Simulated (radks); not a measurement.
Q: Re+, configuration [Xe] 4f14 5d5 6s0.5 7s0.5 (fractional occupations, a model configuration). Calculated with a radial shooting solver on a logarithmic mesh with Libxc functionals: Dirac Kohn-Sham, LDA (Slater exchange, Perdew-Wang correlation), spin-unpolarised, spherical densities, finite nucleus; open shells fill j = l - 1/2 first; Fermi nuclear charge, rms radius 5.3698 fm. Some entries of the table are withheld. Estimate them.

orbital  occ.  eigenvalue (hartree)  <r> (bohr)
1s1/2       2             -2626.921     0.01805
2s1/2       2             -455.5038     0.07564
2p1/2       2             -436.1196     0.06248
2p3/2       4             -383.2727     0.07056
3s1/2       2             -105.7011      0.1971
3p1/2       2             -97.00219      0.1871
3p3/2       4             -85.52901      0.2020
3d3/2       4             -70.82242      0.1765
3d5/2       6             -68.32959      0.1811
4s1/2       2             -22.30653      0.4408
4p1/2       2             -18.67369      0.4451
4p3/2       4             -15.98803      0.4788
4d3/2       4                   (1)      0.4936
4d5/2       6                   (2)      0.5051
5s1/2       2              -3.48374       1.037
5p1/2       2              -2.38149       1.137
5p3/2       4              -1.97488       1.240
4f5/2       6                   (3)      0.5763
4f7/2       8                   (4)      0.5851
5d3/2       4              -0.57050       1.796
5d5/2       1              -0.53574       1.861
6s1/2     0.5              -0.53105       2.802
6p1/2       0              -0.33418       3.477
6p3/2       0              -0.29827       3.801
7s1/2     0.5              -0.16633       6.830
6d3/2       0              -0.12534       6.774
6d5/2       0              -0.12321       6.891

A: 
(1) 4d3/2 eigenvalue (hartree): -10.00130
(2) 4d5/2 eigenvalue (hartree): -9.50498
(3) 4f5/2 eigenvalue (hartree): -1.96086
(4) 4f7/2 eigenvalue (hartree): -1.86843
